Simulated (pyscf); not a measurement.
H₃C–C•=NH (SMILES C[C]=N), doublet

Gas-phase minimum from PySCF at ωB97X-D3(BJ)/def2-SVP, one conformer. Other isomers of H₃C–C•=NH were not searched in full and may lie lower. 

```xyz
7

C      0.5561    -0.2928     0.0685
C     -0.6759     0.5492     0.0441
N     -1.0039     1.6808     0.3944
H      0.8271    -0.5891    -0.9562
H      0.3670    -1.2161     0.6371
H      1.4064     0.2472     0.5266
H     -0.2948     2.2878     0.8378
```
Charge 0, spin multiplicity 2.

Bonded distances (Å): C1–C2 1.492, C1–H4 1.101, C1–H5 1.101, C1–H6 1.107, C2–N3 1.229, N3–H7 1.033. Angles (°): C2–C1–H4 109.9, C2–C1–H5 109.9, C2–C1–H6 111.5, H4–C1–H5 107.3, H4–C1–H6 109.1, H5–C1–H6 109.1, C1–C2–N3 137.3, C2–N3–H7 118.7.

Properties at ωB97X-D3(BJ)/def2-SVP:

```
Property                                                                                                                                                                                                  Value
---------------------------------------------------------------------------------------------------------------------  ----------------------------------------------------------------------------------------
Harmonic wavenumbers, unscaled                                                                                         145, 411, 658, 903, 933, 1032, 1058, 1375, 1444, 1449, 1967, 3033, 3147, 3178, 3340 cm⁻¹
Zero-point energy                                                                                                                                                                                 34.4 kcal/mol
Rotational symmetry number                                                                                                                                                                                    1
Entropy of this conformer at 298 K and 1 atm, rigid rotor and harmonic oscillator, modes under 100 cm⁻¹ raised to 100                                                                           269.7 J/(mol K)
Dipole moment                                                                                                                                                                                            2.67 D
Spin expectation value S2                                                                                                                                                                                 0.755
```

Single-point totals, which compare only within one level (frozen core for MP2 and CC):

```csv
level,total energy (hartree)
ωB97X-D3(BJ)/def2-TZVP,-133.39021
PBE/def2-TZVP,-133.16698
r²SCAN/def2-TZVP,-133.25859
B3LYP-D3(BJ)/def2-TZVP,-133.34960
PBE0-D3(BJ)/def2-TZVP,-133.17785
M06-2X/def2-TZVP,-133.26992
ωB97M-D3(BJ)/def2-TZVP,-133.37016
UHF/def2-TZVPP,-132.49583
MP2/def2-TZVPP,-132.99989
CCSD/def2-TZVPP,-133.03066
CCSD(T)/def2-TZVPP,-133.05437
```

Soft torsions are taken as harmonic, which can shift the entropy by several J/(mol K). The CCSD(T) − MP2 part came from Ansatz, without density fitting, on the same reference.
